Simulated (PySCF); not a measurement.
## Polarisability and C₆ of Mn⁺ (manganese, charge +1)

[Ar] 3d5 4s1, high-spin 7S determinant. Computed with PySCF 2.14 in aug-cc-pwCVTZ-DK (10s9p7d4f3g, 127 functions), with scalar relativity by spin-free X2C-1e. Coupled (time-dependent) response in atomic units; α is the mean over directions.

```tsv
method	mean α (bohr³)	C₆ (like pair)	S(−4)
PBE0	29.66	155.6	722.4
```

S(−4) is the Cauchy moment in α(ω) = α(0) + S(−4) ω² + …

α(iu) at PBE0:

| u (hartree) | α(iu) (bohr³) |
| --- | --- |
| 0 | 29.66 |
| 0.0500 | 27.97 |
| 0.100 | 24.03 |
| 0.200 | 16.00 |
| 0.300 | 10.95 |
| 0.500 | 6.275 |
| 0.750 | 3.996 |
| 1.00 | 2.910 |
| 1.50 | 1.845 |
| 2.00 | 1.311 |
| 3.00 | 0.7760 |
| 5.00 | 0.3691 |

A single London oscillator, α(iu) = α/(1 + u²/ω²), gives C₆ = (3/4) ω α². Matching the computed C₆ needs ω = 4 × 155.6 / (3 × 29.66²) = 0.236 hartree.

For an ion, C₆ is the dispersion term alone; charge-induced terms of lower order in 1/R come first.
